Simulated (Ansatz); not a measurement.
Reaction (redistribution): `[SnH3][CH]1C[SiH2]1` + `FCSC[SiH3]` → `FC[S][SnH3]` + `[SiH3]CC1C[SiH2]1`

Calculated with Ansatz (gas phase, PBE0-D4/def2-TZVP geometries, no zero-point term in ΔE). CCSD(T)/CBS is the MP2 limit (def2-TZVPP, def2-QZVPP) plus CCSD(T) − MP2 in def2-TZVPP, frozen cores. Functionals use def2-TZVPP. B3LYP here is the variant with VWN-RPA as its local correlation; programs differ in this. Elements past krypton have def2 core potentials. For Sn outer-core shells are correlated without core-valence functions, which leaves a few kJ/mol of doubt a bond. One conformer a species, not always the lowest.

```tsv
level	ΔE (kJ/mol)
PBE-D4	-67.2
r2SCAN-D4	-68.9
B3LYP-D4	-69.6
ωB97X-V	-66.2
PBE0	-68.7
CCSD/def2-TZVPP	-63.8
SCS-MP2/def2-QZVPP	-61.9
HF/CBS(def2)	-74.2
```

Problem. What does CCSD(T)/CBS give? (Estimate.)

Solution. The calculation gave: -62.9 kJ/mol. The listed levels differ from it by -4.3, -6.0, -6.7, -3.3, -5.8, -0.9, 1.0, -11.3 kJ/mol.

Largest T1 diagnostic among the species: 0.013.

In def2-TZVPP, CCSD(T) changes the Hartree–Fock value by +12.5 kJ/mol (the triples alone add +1.8 kJ/mol) and MP2 by +14.3 kJ/mol.
